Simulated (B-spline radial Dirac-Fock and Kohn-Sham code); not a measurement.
# K-line shifts caused by a second vacancy in Mo

System: neutral molybdenum in the configuration [Kr] 4d6 (an excited configuration).

Model: multi-electron Dirac-Fock with separately optimised hole states, Breit and Lamb-shift corrections added in first order. Program: an atomic code on a B-spline grid. Each two-hole energy is an average over J within one jj subconfiguration, not an observable level; in light atoms, where LS coupling holds, the j-resolved values are not observed lines, and for a K spectator the Kα1 hypersatellite is nearly forbidden. Correlation and solid-state effects are left out.

Lines without a spectator: Kα2 (K-L2) 17373.1 eV, Kα1 (K-L3) 17478.0 eV, Kβ3 (K-M2) 19585.8 eV, Kβ1 (K-M3) 19603.5 eV. Shifts in eV with one spectator hole (a dash: not computed, or left out as unreliable):

```csv
spectator hole,Kα2,Kα1,Kβ3,Kβ1
K (1s),+467.2,+477.4,+592.1,+594.2
L2 (2p1/2),+49.0,+61.0,–,+131.8
L3 (2p3/2),+50.8,+50.1,+120.8,–
M2 (3p1/2),–,+6.08,+13.85,+17.14
M3 (3p3/2),+4.84,–,+15.12,+14.52
M4 (3d3/2),+0.42,-1.60,–,–
M5 (3d5/2),-1.88,-0.49,–,–
```

With n spectator holes in 2p, averaged over the 2p shell (energies in eV):

```
n     KαLⁿ   step  hypersatellite KαʰLⁿ
0  17443.0      –               17917.0
1  17496.1  +53.1               17971.4
2  17550.4  +54.3               18027.0
3  17605.9  +55.4               18083.8
4  17662.5  +56.6               18141.7
5  17720.3  +57.8               18200.9
```
